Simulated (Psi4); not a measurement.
Psi4 input (wB97X-D/6-31G*):

```
memory 1500 MB

molecule {
-1 1
C     1.93247900   -0.08126400    0.33074900
C     0.69176600   -0.29335800    0.02596800
C    -0.61454500   -0.46758400   -0.12127800
O    -1.56059900    0.62372400   -0.10743000
H     2.60144600    0.10003200   -0.52662500
H    -1.13045500   -1.41076100   -0.23471300
H    -1.04439500    1.37417600    0.20815100
symmetry c1
no_reorient
no_com
}

set {
  basis 6-31G*
  reference rks
  scf_type pk
  dft_radial_points 99
  dft_spherical_points 590
  e_convergence 1e-8
  d_convergence 1e-7
  maxiter 150
}

e = energy('wb97x-d')
print_out(f'\nFINAL {e:.10f} DIPOLE {variable("CURRENT DIPOLE")[0]:.6f} {variable("CURRENT DIPOLE")[1]:.6f} {variable("CURRENT DIPOLE")[2]:.6f}\n')
```

From the output:

```
    One-Electron Energy =                -452.0102789997477544
    Two-Electron Energy =                 184.8650009561544323
    DFT Exchange-Correlation Energy =     -18.0142677652255045
    Empirical Dispersion Energy =          -0.0011353505658575
    VV10 Nonlocal Energy =                  0.0000000000000000
    Total Energy =                       -191.1433332512076788

Computation Completed

Properties will be evaluated at   0.000000,   0.000000,   0.000000 [a0]

Properties computed using the SCF density matrix

 Multipole Moments:

 ------------------------------------------------------------------------------------
     Multipole            Electronic (a.u.)      Nuclear  (a.u.)        Total (a.u.)
 ------------------------------------------------------------------------------------

 L = 1.  Multiply by 2.5417464519 to convert [e a0] to [Debye]
 Dipole X            :         -1.1944069            0.0000076           -1.1943994
 Dipole Y            :          0.3865881            0.0000057            0.3865938
 Dipole Z            :         -0.4967299            0.0000132           -0.4967167
 Magnitude           :                                                    1.3501008

 ------------------------------------------------------------------------------------

FINAL -191.1433332512 DIPOLE -1.194399 0.386594 -0.496717

*** Psi4 exiting successfully. Buy a developer a beer!
```

The dipole moment of an ion depends on the origin.

The geometry given is a B3LYP-D3(BJ)/def2-TZVP minimum.
